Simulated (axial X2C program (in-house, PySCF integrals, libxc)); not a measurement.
Results of a calculation; reference values are marked as such.
## AlSn: input and output of an EOM-EA-CCSD run

Program: an in-house all-electron X2C program for linear molecules (integrals from PySCF).

Input and command:
```json
{"zs": [50, 13], "q": 0, "bas": ["dyall-acv3z", "dyall-av3z"], "r0": 2.66, "eom": "ea", "thr": -2.0, "nmax": 92, "grid": [1, 0.96, 1.045, 0.92, 1.09, 1.15]}
```
```bash
python soeom.py task.json out
```

Keys: zs atomic numbers; q charge; bas basis sets; r0 starting distance in Å; eom kind of EOM run; thr threshold in hartree for freezing inner shells (an s shell follows its p shell); nmax most natural virtual spinors; grid distances as factors.

Output at R = 2.666 Å (near the PBE0 minimum at charge 0 of the determinant lowest at the starting distance; the state shown can have its own minimum elsewhere), reference AlSn⁺:

```
two-component X2C + atomic mean field  HF
basis functions 210  fitting functions 1077  grid points 5082
iter        total energy     max residual
   1      -6413.286943884     2.12e-01
   2      -6413.310824554     6.06e-03
   3      -6413.311597631     1.08e-03
   4      -6413.311741178     8.76e-04
   5      -6413.311796648     8.16e-04
   6      -6413.311855432     6.37e-04
   7      -6413.311903048     3.71e-04
   8      -6413.311922534     1.96e-04
   9      -6413.311930933     5.77e-05
  10      -6413.311932587     3.09e-05
  11      -6413.311932855     1.02e-05
  12      -6413.311932873     2.07e-06
  13      -6413.311932874     5.51e-07
converged
one-electron -9064.90498533  Coulomb 2707.98858016  exact exchange -181.86745289  xc functional 0.00000000  nuclear repulsion 129.01919996  atomic mean-field constant -3.54727478
correlated 16  virtual 296  natural virtual 88  E(MP2) -0.569749029  MP2 remainder -0.129003286
iter   CCSD correlation   residual
   1     -0.418562565   1.76e-01
   2     -0.433887734   9.11e-02
   3     -0.435065547   4.99e-02
   4     -0.435530942   2.79e-02
   5     -0.436147309   1.43e-02
   6     -0.436091470   6.89e-03
   7     -0.436103057   3.77e-03
   8     -0.436129817   2.94e-03
   9     -0.436105011   2.49e-03
  10     -0.436116426   1.93e-03
  11     -0.436110512   1.25e-03
  12     -0.436119291   6.50e-04
  13     -0.436125450   3.63e-04
  14     -0.436126750   2.28e-04
  15     -0.436128950   1.41e-04
  16     -0.436128729   7.09e-05
  17     -0.436129437   3.85e-05
  18     -0.436129581   2.31e-05
  19     -0.436129733   1.53e-05
  20     -0.436129797   1.06e-05
  21     -0.436129812   8.06e-06
(T) -0.010713912  T1 0.0341  D1 0.0909  max T2 0.192
EOM-EA-CCSD roots
2*Omega      energy/Eh   energy/eV  one-particle weight
    1      -0.23957198     -6.5191      0.918
    1      -0.17099629     -4.6530      0.875
    1      -0.16348687     -4.4487      0.013
    1      -0.15140695     -4.1200      0.005
    1      -0.13947205     -3.7952      0.005
    3      -0.23957156     -6.5191      0.916
    3      -0.16337619     -4.4457      0.402
    3      -0.15760849     -4.2887      0.391
    3      -0.14544908     -3.9579      0.148
    5      -0.15162323     -4.1259      0.000
    5      -0.10020130     -2.7266      0.000
    7      -0.08727619     -2.3749      0.000
```
T1 in the output is the amplitude norm over the root of the electron number; divide by √2 for the Lee–Taylor value.

Reference electrons by ω block (each with its −ω partner): 1/2: 21, 3/2: 8, 5/2: 2. Root energies count from the CCSD energy of the reference. The reference has large amplitudes (orbital relaxation or multireference character). Roots of positive energy are unbound. The reference need not be the lowest state of its species. All roots sought are printed; those with a small one-particle weight need a further excitation, are placed far too high, and may in truth lie low or lowest. Inner shells are frozen, and levels at this size can be off by some tenths of an eV.
